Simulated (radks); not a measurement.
Results of a calculation; reference values are marked as such.
Q: All-electron atom: Sr II in [Kr] 5s1. Level of theory: scalar-relativistic Kohn-Sham, r2SCAN, spin-unpolarised, spherical densities, finite nucleus; meta-GGA in the generalised Kohn-Sham scheme; Fermi nuclear charge, rms radius 4.224 fm (a radial shooting solver on a logarithmic mesh with Libxc functionals). Some entries of the table are withheld. Estimate them.

| orbital | occ. | eigenvalue (hartree) | <r^2> (bohr^2) |
|---|---|---|---|
| 1s | 2 | -587.3421 | (1) |
| 2s | 2 | -80.13157 | 0.03502 |
| 2p | 6 | -71.14314 | 0.02766 |
| 3s | 2 | -12.77593 | 0.2765 |
| 3p | 6 | (2) | 0.2891 |
| 3d | 10 | (3) | 0.3026 |
| 4s | 2 | -1.78817 | (4) |
| 4p | 6 | -1.09915 | 2.792 |
| 5s | 1 | -0.30193 | 18.04 |

A: 
(1) 1s <r^2> (bohr^2): 0.002068
(2) 3p eigenvalue (hartree): -9.84245
(3) 3d eigenvalue (hartree): -5.01768
(4) 4s <r^2> (bohr^2): 2.098
